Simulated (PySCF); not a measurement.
# Electric field gradients and quadrupole coupling constants

Compound: C2H6O2SSi.
Z-matrix (Å and degrees, GFN2-xTB geometry), rows numbered from 1:
```
O 
C   1  1.2052
O   2  1.3285  1  122.72
C   2  1.4987  1  124.62  3  -179.27
S   4  1.8207  2  110.87  1   -40.42
Si  5  2.1678  4  101.36  2    48.97
H   3  0.9720  2  111.07  1     0.51
H   4  1.0922  2  109.01  1    78.82
H   4  1.0878  2  110.69  1  -160.50
H   6  1.4506  5  110.65  4   -91.50
H   6  1.4608  5   99.46  4   152.54
H   6  1.4539  5  107.02  4    38.45
```

Field gradients from the PBE0/pcSseg-1 density (PySCF, non-relativistic), principal values in atomic units, ordered |Vxx| ≤ |Vyy| ≤ |Vzz|:

```json
{"atom": "O1", "Vxx": "0.6825", "Vyy": "0.7819", "Vzz": "-1.4644"}
{"atom": "O3", "Vxx": "-0.4925", "Vyy": "-1.1303", "Vzz": "1.6227"}
{"atom": "S5", "Vxx": "0.0256", "Vyy": "2.4576", "Vzz": "-2.4832"}
```

Task: Find the asymmetry η = (Vxx − Vyy)/Vzz and the couplings χ = eQV/h (234.96 MHz × Q in barn × V in au), with Q(17O) = −0.0256 b, Q(33S) = −0.0678 b.

Result: 
```tsv
atom	environment	nucleus	η	χzz (MHz)	χxx (MHz)	χyy (MHz)
O1	acid carbonyl oxygen	17O	0.07	8.81	-4.11	-4.70
O3	acid hydroxyl oxygen	17O	0.39	-9.76	2.96	6.80
S5	sulfur bonded to C and Si	33S	0.98	39.56	-0.41	-39.15
```

At S5 η is above 0.9: Vyy and Vzz are nearly equal in size and opposite in sign, so a small change could swap them and flip the sign of χzz. 

Task: What is Vzz at O3 in SI units (1 au = 9.71736 × 10²¹ V/m²)?

Result: 1.6227 au = 15.769 × 10²¹ V/m².

Were the hydrogens deuterons (Q(2H) = 0.00286 b), χzz would run from 109 kHz (H11) to 287 kHz (H7).

Isolated species at its GFN2-xTB geometry (one conformer only). GFN2-xTB bond lengths can be off by several hundredths of an ångström, more for odd bonds, and the gradients follow them. These gradients aren't converged with respect to the basis.

These values come from a run that also computed NMR shieldings. Cost: about 60 s of CPU time on one thread (with the writing of density and orbital grids); the machine was shared, so the figure is rough.
